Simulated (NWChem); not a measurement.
System: SnSiH$_{3}$I, singlet; SMILES [I][Sn][SiH3]

```xyz
6

Sn    -0.7877     1.0280    -0.0021
I      0.2944    -1.5013     0.0023
Si     1.6614     2.1110    -0.0016
H      1.6284     3.6111    -0.0036
H      2.4182     1.6663    -1.2161
H      2.4165     1.6693     1.2149
```
Atoms are numbered in this order, from 1.

Level: PBE0/def2-SVP with def2 effective core potentials on Sn, I (NWChem), optimised geometry, unscaled harmonic frequencies. Low-valent species are run as closed-shell singlets; no triplet was tried in these runs. def2 effective core potentials on Sn, I; no spin-orbit coupling.

```csv
frequency (cm⁻¹),IR intensity (km/mol)
74,0.7
75,0.2
193,22.3
272,12.7
358,14.5
442,6.2
832,317.6
920,45.3
933,31.6
2193,109.1
2208,76.2
2215,78.0
```

```
Quantity                                                                           Result
-----------------------------------------------------------------------  ----------------
zero-point energy                                                           15.3 kcal/mol
thermal correction to the enthalpy at 298.15 K (with zero-point energy)     19.8 kcal/mol
heat capacity Cv                                                         17.9 cal/(mol K)
entropy at 298.15 K and 1 atm (symmetry number 1)                        86.5 cal/(mol K)
```

Rigid rotor and harmonic oscillator; modes under 100 cm⁻¹ make the entropy uncertain.
